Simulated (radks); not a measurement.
Task: These are the eigenvalues of the occupied orbitals of an atom or ion with whole-number occupations (eV). Calculated with a radial shooting solver on a logarithmic mesh with Libxc functionals: scalar-relativistic Kohn-Sham, r2SCAN, spin-polarised, spherical densities, finite nucleus; meta-GGA in the generalised Kohn-Sham scheme; Fermi nuclear charge, rms radius of each element as measured or else 0.836 A^(1/3) + 0.57 fm.

1s up: -8963.845
1s down: -8954.516
2s up: -1985.154
2s down: -1968.455
2p up: -1898.283

Which element is it, and in what charge state? The configuration may be excited. Open shells, if any, are filled with parallel spins first.

Result: Z = 27, cobalt, charge +22: Co22+ in [He] 2s2 2p1. The list shows which subshells hold electrons but not how many an open one holds; the 1s level, -329.42 hartree, gives Z - s = 25.7 by -(Z - s)^2/2, which with screening and relativity narrows Z to a few neighbours, and the depths of the outer levels then fix element, charge and occupations together.
